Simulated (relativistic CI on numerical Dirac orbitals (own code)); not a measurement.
W²⁺: 4d photoemission

Computed with this model: Dirac-Coulomb-Breit CI, orbitals from a KLI potential per configuration, QED by a radiative potential, valence Slater integrals scaled by 0.8, multiplet model of photoemission in the sudden approximation; configurations [Xe] 4f14 5d4 → [Kr] 4d9 4f14 5s2 5p6 5d4; 80 K; Lorentzian 3.5 eV and Gaussian 0.6 eV FWHM. Energies are those of the free ion, without screening or charge transfer. The energies are binding energies and can lie tens of eV above those of solids. S is read from ⟨S²⟩ = S(S + 1).

free ion: ground-state S = 1.86, centroid 277.09 eV. Peaks (eV, height): 272.0 (100), 284.8 (67).

Strongest unbroadened transitions for free ion:

```tsv
Energy (eV)	Relative strength
271.72	100.0
272.29	1.0
272.62	14.4
272.82	0.2
273.32	0.3
273.53	0.5
273.62	1.0
275.87	0.7
275.97	1.0
276.97	0.4
277.32	0.1
284.48	15.0
284.86	45.5
285.30	0.3
285.50	14.9
286.37	0.6
288.54	0.3
288.92	0.5
```
